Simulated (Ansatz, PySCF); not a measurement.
C2H7BrOSi (SMILES CCO[SiH2]Br), singlet, at a GFN2-xTB geometry. Base run: CASSCF(6,5)/STO-3G (PySCF).

The PySCF input:
```python
from pyscf import gto, scf, mcscf
import numpy

mol = gto.Mole()
mol.atom = '''
    Si    0.529355    0.877412    0.712426
    Br    1.313269   -0.612814   -0.726412
    O    -1.072600    0.840064    0.677910
    C    -1.997074   -0.213180    0.742650
    C    -3.337612    0.255406    0.203111
    H     1.110553    0.473876    1.983705
    H     0.816734    2.202227    0.215823
    H    -2.093908   -0.533143    1.787127
    H    -1.627944   -1.062643    0.154537
    H    -3.232600    0.566381   -0.833280
    H    -3.700630    1.099051    0.784912
    H    -4.058681   -0.554912    0.259767
'''
mol.basis = 'sto-3g'
mol.charge = 0
mol.spin = 0
mol.verbose = 3
mol.build()

mf = scf.RHF(mol)
mf.kernel()
mc = mcscf.CASSCF(mf, 5, 6)
mc.fix_spin_(ss=0.0)
mc.kernel()
occ = numpy.linalg.eigvalsh(mc.fcisolver.make_rdm1(mc.ci, mc.ncas, mc.nelecas))[::-1]
ss = mc.fcisolver.spin_square(mc.ci, mc.ncas, mc.nelecas)[0]
print('natural occupations', occ.round(4), ' <S^2>', round(ss, 4))
```

Programs used: Ansatz (a first-principles code), PySCF; a row that names a program was run with it.

Each row names what was changed in the base input (with any setting that the change needs).

| change | ΔE vs base (mEh) | natural occupations | <S^2> of the state | outcome |
|---|---|---|---|---|
| base | 0.000 | 2.00 1.98 1.98 0.02 0.02 | 0.00 | converged |
| code = ansatz | 0.019 | - | - | converged |
| active space = 4 electrons, 3 orbitals | 25.786 | 2.00 1.98 0.02 | 0.00 | converged |
| state_average = 2 states | 18.811 | - | - | converged |
| conv_tol = 1e-5 | 0.000 | 2.00 1.98 1.98 0.02 0.02 | 0.00 | converged |
| orbitals = fixed (CASCI) | 35.435 | 2.00 2.00 2.00 0.00 0.00 | 0.00 | converged |
| start = MP2 natural orbitals | 0.000 | 2.00 1.98 1.98 0.02 0.02 | 0.00 | converged |
| fix_spin_ = off | 0.000 | 2.00 1.98 1.98 0.02 0.02 | 0.00 | converged |
| active space = 4 electrons, 4 orbitals | - | - | - | not converged |
| correction = SC-NEVPT2 | -147.8 | 2.00 1.98 1.98 0.02 0.02 | 0.00 | converged |
| active space = 10 electrons, 9 orbitals | -33.703 | 1.99 1.99 1.98 1.98 1.97 0.03 0.02 0.02 0.02 | 0.00 | converged |

Active orbitals are taken around the Fermi level unless the row says otherwise; CASSCF can end in different local minima, and two programs can end on different orbitals. State-averaged rows give the lowest state.
